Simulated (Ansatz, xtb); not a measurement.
## C3H12GeN2: which of two isomers lies lower

We compare X, `CC(C)[NH][GeH2][NH2]`, a singlet, with Y, `C[N](C)[Ge@H]([CH3])[NH2]`, a singlet. Both are isolated molecules in the gas phase, relaxed with r2SCAN-D4/def2-SVP; each stands in its lowest conformer found.

Quicker runs give these differences E(Y) − E(X): GFN2-xTB +10.19 kcal/mol; HF/STO-3G −1.18 kcal/mol (at GFN2-xTB geometries); r2SCAN-D4/def2-SVP//GFN2-xTB +2.45 kcal/mol.

**Question.** Estimate which is lower in electronic energy at CCSD(T)/def2-SVP + ΔMP2/def2-TZVPP, and by roughly how much.

**Answer.** The CCSD(T)/def2-SVP + ΔMP2/def2-TZVPP calculation puts structure X lower, by 1.53 kcal/mol.

The same difference at several levels:

| level | geometry | E(Y) − E(X) (kcal/mol) | departure from the last row (kcal/mol) | job, with rough time for the two |
| --- | --- | --- | --- | --- |
| GFN2-xTB | GFN2-xTB | +10.19 | +8.66 | optimisation, 0.31 s |
| HF/STO-3G | GFN2-xTB | −1.18 | −2.71 | single point, 0.52 s |
| r2SCAN-D4/def2-SVP//GFN2-xTB | GFN2-xTB | +2.45 | +0.92 | single point, 4.6 s |
| r2SCAN-D4/def2-SVP | r2SCAN-D4/def2-SVP | +2.68 | +1.15 | optimisation, 55 s |
| HF/def2-SVP | r2SCAN-D4/def2-SVP | +3.52 | +1.99 | part of the CCSD(T) run |
| MP2/def2-SVP | r2SCAN-D4/def2-SVP | +4.51 | +2.97 | part of the CCSD(T) run |
| CCSD(T)/def2-SVP | r2SCAN-D4/def2-SVP | +4.71 | +3.18 | single point |
| CCSD(T)/def2-SVP + ΔMP2/def2-TZVPP | r2SCAN-D4/def2-SVP | +1.53 |  | single point, 2.2 min |

As drawn, Y has 1 C–N, 1 C–Ge, 2 C–H in place of 2 C–C, 1 N–H, 1 Ge–H.

HF/STO-3G puts the two in the other order. The largest departure from CCSD(T)/def2-SVP + ΔMP2/def2-TZVPP is that of GFN2-xTB, 8.66 kcal/mol. The last row adds to CCSD(T) the change of the MP2 difference between the two basis sets, here −3.18 kcal/mol, a large step that makes the value less sure.

With thermal terms from frequencies at re-optimised GFN2-xTB minima (ideal gas, soft modes damped towards free rotors, one conformer each, 298.15 K, 1 atm): the zero-point term adds −0.02 kcal/mol; ΔH is +1.91 and ΔG +1.26 kcal/mol.

The correlated steps freeze 14 core orbitals; the filled d shell of Ge is correlated, in a basis made for valence electrons. Mirror images aren't counted in ΔG. Codes used: Ansatz 0.2.0, xtb 6.7.1; the last row on 4 threads of Arm Neoverse V1 on a shared host.
